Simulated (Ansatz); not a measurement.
Ge₂Cl₂ (the lowest singlet isomer of a short search) was relaxed with PBE-D4 (def2-SVP) in Ansatz in these states: neutral quintet, neutral singlet, neutral triplet. The geometries follow in no particular order.

A:

| atom | x (Å) | y (Å) | z (Å) |
| --- | --- | --- | --- |
| Ge1 | -0.170 | 0.473 | 1.595 |
| Ge2 | -1.577 | 0.135 | -0.542 |
| Cl3 | -0.145 | -0.542 | -2.077 |
| Cl4 | 1.891 | -0.066 | 1.025 |

B:

```xyz
4

Ge   -1.2604   -1.7889   -0.3954
Ge   -0.3641    0.4990    0.0993
Cl    0.7845    0.2530    1.9919
Cl    0.8400    1.0368   -1.6958
```

C:

Cartesian coordinates in Å:
```
Ge -1.1974 0.7784 -0.0918
Ge 1.0632 0.0546 -0.9563
Cl 0.7824 0.7844 1.3869
Cl -0.6482 -1.6174 -0.3388
```

Judge from the bond lengths which geometry belongs to which state (an estimate).

A is the neutral triplet (Ge2–Cl4 3.811 Å, Ge1–Cl4 2.205 Å, Ge1–Cl3 3.809 Å); B is the neutral quintet (Ge2–Cl4 2.227 Å, Ge1–Cl4 3.753 Å, Ge1–Cl3 3.748 Å); C is the neutral singlet (Ge2–Cl4 2.471 Å, Ge1–Cl4 2.470 Å, Ge1–Cl3 2.471 Å).

At PBE0-D4/def2-TZVP a singlet lies 0.70 eV below the neutral triplet. At PBE0-D4/def2-TZVP a singlet lies 3.49 eV below the neutral quintet. These are the stationary points nearest to one start from a short search; other shapes may lie lower in each state.
